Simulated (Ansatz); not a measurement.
Molecular dynamics of H6O2Si2

Input file:

```yaml
crystal:
  periodic: [false, false, false]
  atoms:
    - { symbol: Si, position_ang: [-0.039054, 0.048819, -0.171936] }
    - { symbol: O, position_ang: [-0.333709, -0.045421, 1.441372] }
    - { symbol: Si, position_ang: [-1.329671, -0.457111, 2.685008] }
    - { symbol: H, position_ang: [-2.31193, -1.493977, 2.254297] }
    - { symbol: H, position_ang: [-0.510105, -1.000515, 3.801318] }
    - { symbol: H, position_ang: [-2.074735, 0.738813, 3.163615] }
    - { symbol: O, position_ang: [1.570481, -0.125672, -0.493057] }
    - { symbol: H, position_ang: [1.962798, -0.978465, -0.274382] }
    - { symbol: H, position_ang: [-0.383842, 1.395677, -0.680972] }
    - { symbol: H, position_ang: [-0.843834, -1.014949, -0.840162] }
basis:
  gaussian: { orbitals: "6-31G*" }
hamiltonian:
  xc: pbe0
  dispersion: d4
md:
  timestep: 0.25
  n_steps: 150
  ensemble: nve
  temperature: 1500.0
  initial_velocities: maxwell_boltzmann
  seed: 991495
  masses: [{ species: H, mass: 2.014 }]
```

Launched with:

```bash
$ ansatz run input.yaml --threads 1 --pin off --max-ram 2048MiB --backend cpu --events-out ev --progress --plain --runs-dir out
```

It starts from a relaxed structure.

Output, in part (one step line in 6, the closing report, with atoms numbered from 0):

```
md step     0: t =     0.00 fs  T =  1500.0 K  F+E_penalty+E_count = -19937.84223883 eV  E_kin = 1.551120 eV  conserved = -19936.29111884 eV  (23 SCF iters)
md step     6: t =     1.50 fs  T =  1343.3 K  F+E_penalty+E_count = -19937.67991868 eV  E_kin = 1.389083 eV  conserved = -19936.29083561 eV  (23 SCF iters)
md step    12: t =     3.00 fs  T =  1008.7 K  F+E_penalty+E_count = -19937.33347350 eV  E_kin = 1.043116 eV  conserved = -19936.29035714 eV  (23 SCF iters)
md step    18: t =     4.50 fs  T =   737.8 K  F+E_penalty+E_count = -19937.05312198 eV  E_kin = 0.762973 eV  conserved = -19936.29014883 eV  (22 SCF iters)
md step    24: t =     6.00 fs  T =   647.2 K  F+E_penalty+E_count = -19936.95952176 eV  E_kin = 0.669286 eV  conserved = -19936.29023565 eV  (23 SCF iters)
md step    30: t =     7.50 fs  T =   696.9 K  F+E_penalty+E_count = -19937.01109132 eV  E_kin = 0.720647 eV  conserved = -19936.29044402 eV  (22 SCF iters)
md step    36: t =     9.00 fs  T =   777.4 K  F+E_penalty+E_count = -19937.09450968 eV  E_kin = 0.803931 eV  conserved = -19936.29057867 eV  (23 SCF iters)
md step    42: t =    10.50 fs  T =   804.8 K  F+E_penalty+E_count = -19937.12285074 eV  E_kin = 0.832203 eV  conserved = -19936.29064790 eV  (23 SCF iters)
md step    48: t =    12.00 fs  T =   733.0 K  F+E_penalty+E_count = -19937.04861765 eV  E_kin = 0.757949 eV  conserved = -19936.29066837 eV  (23 SCF iters)
md step    54: t =    13.50 fs  T =   561.1 K  F+E_penalty+E_count = -19936.87066777 eV  E_kin = 0.580180 eV  conserved = -19936.29048826 eV  (23 SCF iters)
md step    60: t =    15.00 fs  T =   393.7 K  F+E_penalty+E_count = -19936.69725905 eV  E_kin = 0.407069 eV  conserved = -19936.29018984 eV  (22 SCF iters)
md step    66: t =    16.50 fs  T =   384.8 K  F+E_penalty+E_count = -19936.68803081 eV  E_kin = 0.397904 eV  conserved = -19936.29012663 eV  (26 SCF iters)
md step    72: t =    18.00 fs  T =   568.5 K  F+E_penalty+E_count = -19936.87828676 eV  E_kin = 0.587916 eV  conserved = -19936.29037069 eV  (23 SCF iters)
md step    78: t =    19.50 fs  T =   820.0 K  F+E_penalty+E_count = -19937.13868008 eV  E_kin = 0.847981 eV  conserved = -19936.29069860 eV  (23 SCF iters)
md step    84: t =    21.00 fs  T =   969.0 K  F+E_penalty+E_count = -19937.29292072 eV  E_kin = 1.002072 eV  conserved = -19936.29084918 eV  (23 SCF iters)
md step    90: t =    22.50 fs  T =   931.6 K  F+E_penalty+E_count = -19937.25407324 eV  E_kin = 0.963308 eV  conserved = -19936.29076526 eV  (23 SCF iters)
md step    96: t =    24.00 fs  T =   752.9 K  F+E_penalty+E_count = -19937.06901332 eV  E_kin = 0.778551 eV  conserved = -19936.29046190 eV  (23 SCF iters)
md step   102: t =    25.50 fs  T =   593.8 K  F+E_penalty+E_count = -19936.90418159 eV  E_kin = 0.614076 eV  conserved = -19936.29010557 eV  (23 SCF iters)
md step   108: t =    27.00 fs  T =   630.4 K  F+E_penalty+E_count = -19936.94203081 eV  E_kin = 0.651916 eV  conserved = -19936.29011445 eV  (23 SCF iters)
md step   114: t =    28.50 fs  T =   853.4 K  F+E_penalty+E_count = -19937.17297768 eV  E_kin = 0.882441 eV  conserved = -19936.29053695 eV  (23 SCF iters)
md step   120: t =    30.00 fs  T =  1060.1 K  F+E_penalty+E_count = -19937.38698456 eV  E_kin = 1.096223 eV  conserved = -19936.29076142 eV  (23 SCF iters)
md step   126: t =    31.50 fs  T =  1124.9 K  F+E_penalty+E_count = -19937.45390827 eV  E_kin = 1.163224 eV  conserved = -19936.29068442 eV  (23 SCF iters)
md step   132: t =    33.00 fs  T =  1071.8 K  F+E_penalty+E_count = -19937.39892422 eV  E_kin = 1.108324 eV  conserved = -19936.29060031 eV  (23 SCF iters)
md step   138: t =    34.50 fs  T =   946.0 K  F+E_penalty+E_count = -19937.26885142 eV  E_kin = 0.978266 eV  conserved = -19936.29058514 eV  (23 SCF iters)
md step   144: t =    36.00 fs  T =   770.4 K  F+E_penalty+E_count = -19937.08707689 eV  E_kin = 0.796617 eV  conserved = -19936.29045992 eV  (23 SCF iters)
md step   150: t =    37.50 fs  T =   622.5 K  F+E_penalty+E_count = -19936.93384604 eV  E_kin = 0.643681 eV  conserved = -19936.29016528 eV  (25 SCF iters)
Total energy: -19936.93387565 eV, -732.6688061911 hartree
Atom 0 at    -0.092312     0.132167    -0.156407 Å, force    -0.306734    -4.040275     0.532592 eV/Å
Atom 1 at    -0.232982    -0.141061     1.487710 Å, force     2.386693     1.695328    -2.918811 eV/Å
Atom 2 at    -1.266430    -0.432698     2.611446 Å, force    -4.019303    -2.503278     2.381938 eV/Å
Atom 3 at    -1.856732    -1.866982     2.205761 Å, force     0.193544     1.367897     0.540707 eV/Å
Atom 4 at    -0.619856    -0.737988     3.964678 Å, force    -0.253624     0.668775    -0.583784 eV/Å
Atom 5 at    -2.485535     0.591467     2.620757 Å, force     1.283742    -0.816435     0.235895 eV/Å
Atom 6 at     1.472765    -0.252275    -0.458037 Å, force    -0.282771     0.437815    -1.278539 eV/Å
Atom 7 at     1.935212    -0.648696     0.256665 Å, force     0.668148    -0.721442     0.997980 eV/Å
Atom 8 at    -0.162365     1.426967    -0.586915 Å, force    -0.699624     2.749328    -0.647694 eV/Å
Atom 9 at    -1.135509    -0.855425    -0.874282 Å, force     1.029929     1.162288     0.739717 eV/Å
Dipole moment:     0.022700     0.127519     0.166869 e Å
```

All steps were run. The conserved energy stayed within 0.11 meV per atom of its start (net change 0.095 meV per atom), so the integration is sound. A run of 0.037 ps of so small a system gives no equilibrium averages.

The same pairs are bonded in the first frame and the last. Pairs count as bonded within 1.25 times the sum of covalent radii (0.12 Å more for H–H).

Last frame:

```xyz
10
Properties=species:S:1:pos:R:3
Si -0.092 0.132 -0.156
O -0.233 -0.141 1.488
Si -1.266 -0.433 2.611
H -1.857 -1.867 2.206
H -0.620 -0.738 3.965
H -2.486 0.592 2.621
O 1.473 -0.252 -0.458
H 1.935 -0.649 0.257
H -0.162 1.427 -0.587
H -1.135 -0.855 -0.874
```

Time of the run: 5.1 min on 1 thread of Intel(R) Xeon(R) 6975P-C (Granite Rapids), on a shared host, peak memory 0.17 GiB.
